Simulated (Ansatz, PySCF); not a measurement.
Energy difference R1 → P1 + P2, each structure at its B3LYP-D3(BJ)/def2-TZVP stationary point, reached from a drawn start (curvature not checked).
P1: OH (SMILES [OH]), charge 0, multiplicity 2.
R1, FeH2O2 (SMILES [OH][Fe][OH]) (charge 0, multiplicity 5):
| atom | x (Å) | y (Å) | z (Å) |
|---|---|---|---|
| Fe | -0.1295 | -0.0934 | -0.0029 |
| O | 0.0898 | -0.5438 | 1.7160 |
| O | -0.4393 | 0.2905 | -1.7239 |
| H | 0.3032 | 0.0104 | 2.4679 |
| H | 0.1758 | 0.3362 | -2.4571 |
P2, FeHO (SMILES [OH][Fe]) (charge 0, multiplicity 6):
| atom | x (Å) | y (Å) | z (Å) |
|---|---|---|---|
| Fe | -0.1782 | -0.0535 | -1.4326 |
| O | -0.2310 | -0.0693 | 0.3720 |
| H | 0.4091 | 0.1228 | 1.0607 |

P less R. No zero-point or thermal terms; open shells are unrestricted; no spin–orbit coupling. The spin states of the d-block species are the ones drawn and need not be the lowest.

Frozen-core correlation throughout. CBS: X⁻³ extrapolation of the correlation energy, Hartree–Fock from the larger set.

Programs: Ansatz (Gaussian orbitals); PySCF for M06-2X and the D3/D4 terms. Each number belongs to the level named beside it.

```csv
level,reaction energy (eV)
BLYP-D3(BJ)/def2-TZVPP,4.927
revPBE/def2-TZVPP,4.668
B97M-V/def2-TZVPP,4.687
B3LYP/def2-TZVPP,4.653
BHLYP-D3(BJ)/def2-TZVPP,4.332
M06-2X/def2-TZVPP,4.829
MP2/def2-TZVPP,[?]
SCS-MP2/def2-QZVPP,[?]
"CCSD(T)/CBS(def2-TZVPP, def2-QZVPP)",[?]
```

Fill in the missing entries.


- MP2/def2-TZVPP, reaction energy (eV): 4.750
- SCS-MP2/def2-QZVPP, reaction energy (eV): 4.822
- CCSD(T)/CBS(def2-TZVPP, def2-QZVPP), reaction energy (eV): 4.736

Ansatz is a first-principles code.
